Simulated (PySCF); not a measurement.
Choosing a molecule for a target property.

Each SMILES stands for a single optimised conformer of the isolated species, non-relativistic unless stated. Electronic properties by PySCF.

Dipoles, sizes and rotational constants follow the conformer. The torsions of the flexible species, by atom-mapped SMILES:
- `[CH2:1]=[CH:2][Si@@H:3]1[SiH2:4][SiH2:5][Si@H:6]1[CH3:7]`: C1–C2–Si3–Si4 -130°
- `[CH:1]#[C:2][Si@:3]([OH:4])([PH2:5])[O:6][SiH3:7]`: C2–Si3–O6–Si7 95°, H–O4–Si3–C2 72°, H–P5–Si3–C2 -43°, H–P5–Si3–C2 50°

The conformers of `[SiH3]N1CCCN1C1CC1` and `CC[C@H]1CN([SiH3])N=C1C` aren't listed.

(1) Wanted: HOMO energy between -7.3 eV and -6.6 eV (PBE0/pcSseg-1) and HOMO–LUMO gap below 6 eV (PBE0/pcSseg-1), at GFN2-xTB geometries. Which candidate meets both?
A. `C#C[Si@](O)(P)O[SiH3]`
B. `CC[C@H]1CN([SiH3])N=C1C`
C. `C=C[Si@@H]1[SiH2][SiH2][Si@H]1C`
D. `N1(C2CC2)N([SiH3])CCC1`

Answers

(1) C. Computed values:
```csv
species,HOMO energy,HOMO–LUMO gap
C#C[Si@](O)(P)O[SiH3],-7.51 eV,7.27 eV
C=C[Si@@H]1[SiH2][SiH2][Si@H]1C,-7.04 eV,5.60 eV
N1(C2CC2)N([SiH3])CCC1,-6.22 eV,6.95 eV
CC[C@H]1CN([SiH3])N=C1C,-5.67 eV,6.28 eV
```
